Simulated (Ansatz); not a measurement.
Species: C3H6O2Si, charge 0, multiplicity 1. SMILES: O=CCC(=O)[SiH3]
Geometry from a B3LYP-D3(BJ)/def2-TZVP (Ansatz, a quantum-chemistry and plane-wave program) optimisation:
```
C
O 1 1.2111
C 1 1.5262 2 119.52
H 3 1.0931 1 110.08 2 7.91
H 3 1.0994 4 106.78 1 117.21
C 3 1.5059 4 110.74 5 115.79
O 6 1.2051 3 124.03 4 142.42
H 6 1.1079 7 120.57 3 -179.72
Si 1 1.9388 2 119.13 3 179.84
H 9 1.4755 1 108.69 2 -81.36
H 9 1.4786 10 111.40 1 123.12
H 9 1.4804 10 109.90 11 121.99
```

Wanted: atomisation energy (electronic, to ground-state atoms), in kJ/mol. Correlated levels leave the core frozen unless marked. Open shells are spin-unrestricted. Spin-orbit coupling is left out. Non-relativistic. The coupled-cluster limit lacks core correlation, which all-electron functionals hold. CBS(X,Y): correlation extrapolated as X^-3; Hartree-Fock from the larger set. [CCSD(T)-MP2]/basis is that difference in the basis named.

```csv
level,program,atomisation energy (kJ/mol),minus last row
HF/6-31G*,Ansatz,3344.6,-1418.3
HF/cc-pV(T+d)Z,Ansatz,3371.5,-1391.4
BLYP/def2-TZVPD,Ansatz,4732.1,-30.8
PBE0-D3(BJ)/def2-TZVP,Ansatz + dftd3,4778.1,15.2
RPA@PBE/cc-pV(T+d)Z,Ansatz,4414.9,-348.0
MP2/aug-cc-pV(D+d)Z,Ansatz,4554.4,-208.5
CCSD(T)/6-31G,Ansatz,3911.2,-851.7
"RI-MP2/CBS(cc-pV(T+d)Z,cc-pV(Q+d)Z)+[CCSD(T)-MP2]/cc-pV(T+d)Z",Ansatz,4767.9,5.0
"RI-MP2/CBS(cc-pV(T+d)Z,cc-pV(Q+d)Z)+[CCSD(T)-MP2]/cc-pV(Q+d)Z",Ansatz,4764.7,1.8
"CCSD(T)/CBS(cc-pV(T+d)Z,cc-pV(Q+d)Z)",Ansatz,4762.9,0.0
```
